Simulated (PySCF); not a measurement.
Job file and geometry (Å, from GFN2-xTB) of an NMR shielding run on `InChI=1S/C8H13N/c1-3-7-4-5-8(6-7)9-2/h4,8H,2-3,5-6H2,1H3/t8-/m1/s1`, GIAO PBE0/pcSseg-1 NMR shielding, non-relativistic, gas phase (PySCF); density fitting, a coarse starting grid and PySCF grid level 2 are the driver's defaults:

```
{"job": {"kind": "nmr", "xc": "PBE0", "basis": "pcSseg-1"}, "charge": 0, "multiplicity": 1}
C     -3.615986     0.439712    -0.604007
N     -2.656113    -0.036665     0.038650
C     -1.351839    -0.111637    -0.541813
C     -0.871908    -1.579769    -0.584953
C      0.542791    -1.510640    -0.099696
C      0.849642    -0.329456     0.415628
C      2.148853     0.087945     1.025125
C      2.872138     1.138610     0.180677
C     -0.325453     0.609323     0.357841
H     -4.587316     0.476220    -0.132478
H     -3.544981     0.830791    -1.627069
H     -1.329169     0.318415    -1.558922
H     -1.480999    -2.184178     0.093299
H     -0.956153    -2.006644    -1.585277
H      1.194415    -2.366066    -0.155785
H      1.962152     0.499253     2.021010
H      2.789747    -0.789181     1.134836
H      3.045635     0.761191    -0.824354
H      3.832110     1.384767     0.628595
H      2.284024     2.050231     0.111010
H     -0.748328     0.745360     1.356953
H     -0.063672     1.591805    -0.035479
```

Q: What does the program print?

A: 
```
coarse grid: 17816 points
cycle   1  E = -366.7843068862  dE =  1.198e+00  |g| = 4.626e-01  |ddm| = 4.187e+00
cycle   2  E = -366.7559452545  dE =  2.836e-02  |g| = 5.918e-01  |ddm| = 1.057e+00
cycle   3  E = -366.8403327005  dE = -8.439e-02  |g| = 1.349e-01  |ddm| = 6.488e-01
cycle   4  E = -366.8439335112  dE = -3.601e-03  |g| = 4.218e-02  |ddm| = 1.170e-01
cycle   5  E = -366.8443212342  dE = -3.877e-04  |g| = 7.371e-03  |ddm| = 4.105e-02
cycle   6  E = -366.8443325324  dE = -1.130e-05  |g| = 2.790e-03  |ddm| = 1.119e-02
cycle   7  E = -366.8443343589  dE = -1.827e-06  |g| = 5.279e-04  |ddm| = 2.884e-03
final grid: 170496 points
cycle   8  E = -366.8976843365  dE = -5.680e-05  |g| = 9.121e-03  |ddm| = 4.330e-02
cycle   9  E = -366.8976765709  dE =  7.766e-06  |g| = 1.082e-02  |ddm| = 1.929e-02
cycle  10  E = -366.8977054364  dE = -2.887e-05  |g| = 2.188e-03  |ddm| = 1.111e-02
cycle  11  E = -366.8977064980  dE = -1.062e-06  |g| = 3.267e-04  |ddm| = 1.723e-03
cycle  12  E = -366.8977065175  dE = -1.947e-08  |g| = 1.136e-04  |ddm| = 3.509e-04
cycle  13  E = -366.8977065205  dE = -2.948e-09  |g| = 2.635e-05  |ddm| = 1.339e-04
cycle  14  E = -366.8977065206  dE = -1.392e-10  |g| = 8.792e-06  |ddm| = 2.821e-05
converged SCF energy = -366.8977065206

GIAO shielding tensors (ppm)
atom      isotropic    diamagn.    paramagn.     s11        s22        s33       span
  0 C       34.797     253.110    -218.313    -63.279     51.832    115.839    179.118
  1 N     -156.766     327.889    -484.655   -514.130   -186.255    230.088    744.219
  2 C      110.738     249.836    -139.098     89.405    100.524    142.285     52.880
  3 C      140.022     248.604    -108.581    109.788    142.500    167.779     57.990
  4 C       57.220     253.670    -196.450    -40.087     84.648    127.099    167.186
  5 C       33.872     263.385    -229.513    -80.576     53.298    128.893    209.469
  6 C      157.743     243.710     -85.967    144.374    156.950    171.905     27.531
  7 C      170.786     246.239     -75.454    156.597    169.485    186.275     29.678
  8 C      140.226     247.001    -106.775    107.595    144.198    168.886     61.290
  9 H       24.626      27.869      -3.244     22.963     23.864     27.049      4.086
 10 H       24.063      30.383      -6.320     20.771     24.264     27.153      6.382
 11 H       27.824      34.476      -6.651     24.932     27.918     30.623      5.691
 12 H       28.811      30.496      -1.685     25.509     27.038     33.885      8.377
 13 H       29.142      30.968      -1.826     25.244     27.606     34.575      9.331
 14 H       26.193      33.682      -7.489     24.529     25.188     28.862      4.332
 15 H       29.671      29.713      -0.042     25.552     28.498     34.961      9.409
 16 H       29.316      30.217      -0.901     24.465     29.164     34.318      9.853
 17 H       30.940      29.744       1.197     27.078     29.361     36.383      9.304
 18 H       30.522      26.862       3.660     26.172     27.562     37.832     11.660
 19 H       30.413      30.272       0.141     25.725     30.175     35.339      9.614
 20 H       29.009      31.619      -2.610     25.319     28.180     33.527      8.208
 21 H       29.020      33.122      -4.102     24.511     29.659     32.891      8.379
```

Q: Turn these shieldings into chemical shifts. Chemical shifts δ = σref − σ; ¹³C (σ = 186.93 ppm), ¹H (σ = 31.72 ppm) against TMS; ¹⁵N (σ = 267.73 ppm) against NH3, all at this level.

A: Averaging equivalent atoms: C 5: 153.1; C 0: 152.1; C 4: 129.7; C 2: 76.2; C 3: 46.9; C 8: 46.7; C 6: 29.2; C 7: 16.1; N 1: 424.5; H 10: 7.65; H 9: 7.09; H 14: 5.52; H 11: 3.89; H 12: 2.91; H 20: 2.71; H 21: 2.70; H 13: 2.58; H 16: 2.40; H 15: 2.05; H 17/18/19: 1.09 ppm. Experimental scales use liquid or dissolved standards, which lie at an offset from isolated NH3 (liquid NH3: subtract about 20 ppm). Unscaled 15N shifts of sp2 nitrogen come out 20 to 40 ppm too high even then.

Size and cost of the density-fitted run: 218 basis functions, 35 s wall time on 1 thread of an x86-64 server CPU, shared host.
